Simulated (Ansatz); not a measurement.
C2H3ClNSi (`C[Si](Cl)C#N`) radical, 8 atoms. Charge 0, multiplicity 2. All runs use 4 threads of a server CPU on a shared host. Correlated methods freeze the cores. Open-shell runs search over several starts.

Task: How many basis functions does each run have, and how long does it take in Ansatz? UKS B97M-V/def2-TZVPP energy; UHF-CCSD(T)/def2-TZVPP energy; UKS ωB97M-V/def2-SVP energy; UKS PBE0-D4/def2-QZVPP energy; direct RPA on PBE orbitals/def2-TZVPP energy; UKS r2SCANh-D4/def2-TZVPP energy; UHF-CCSD(T)/def2-SVP energy; UKS PBE0-D4/def2-TZVP frequencies; UHF-MP2/def2-QZVPP energy; UKS ωB97M-V/def2-QZVPP energy; UKS PBE0-D4/def2-SVP energy; UKS PBE0-D4/def2-TZVP relaxation (6 steps). (Best estimate.)

Result: The calculation gave: Other jobs shared the machine, so times are rough.

| level | job | functions | wall time | peak host memory (GiB) |
| --- | --- | --- | --- | --- |
| direct RPA on PBE orbitals/def2-TZVPP | energy | 219 | 7 s | 0.64 |
| UKS ωB97M-V/def2-SVP | energy | 93 | 8 s | 0.45 |
| UHF-CCSD(T)/def2-SVP | energy | 93 | 9.5 s | 0.66 |
| UKS r2SCANh-D4/def2-TZVPP | energy | 219 | 12 s | 0.77 |
| UKS PBE0-D4/def2-SVP | energy | 93 | 13 s | 0.26 |
| UKS B97M-V/def2-TZVPP | energy | 219 | 13 s | 0.49 |
| UKS PBE0-D4/def2-QZVPP | energy | 401 | 16 s | 1.7 |
| UKS ωB97M-V/def2-QZVPP | energy | 401 | 27 s | 2.2 |
| UKS PBE0-D4/def2-TZVP | relaxation (6 steps) | 185 | 35 s | 0.59 |
| UHF-MP2/def2-QZVPP | energy | 401 | 55 s | 2.1 |
| UHF-CCSD(T)/def2-TZVPP | energy | 219 | 3.7 min | 8.6 |
| UKS PBE0-D4/def2-TZVP | frequencies | 185 | 4.6 min | 0.59 |
